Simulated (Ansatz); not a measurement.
```yaml
atoms:
  - { symbol: Cr, position_ang: [0.0000, 0.0000, 1.2500] }
  - { symbol: Mn, position_ang: [0.0000, 0.0000, -1.2500] }
  - { symbol: O, position_ang: [0.0000, 1.3600, 0.0000] }
  - { symbol: O, position_ang: [0.0000, -1.3600, 0.0000] }
```

Basis set: pcseg-2. Charge 0. Computed with Ansatz (development build ahead of 0.2.0); the lowest solution found for each multiplicity.

(1) How do the multiplicities compare at this shape? Give, from the lowest of each method, PBE0 (unrestricted) for 2, 4.

Answers

(1)

```tsv
method	multiplicity	E (eV)	<S²>
PBE0, unrestricted	2	0.000	4.73
PBE0, unrestricted	4	1.225	6.70
```

Caution for PBE0, unrestricted: the unrestricted determinant is a mixture of spin states.
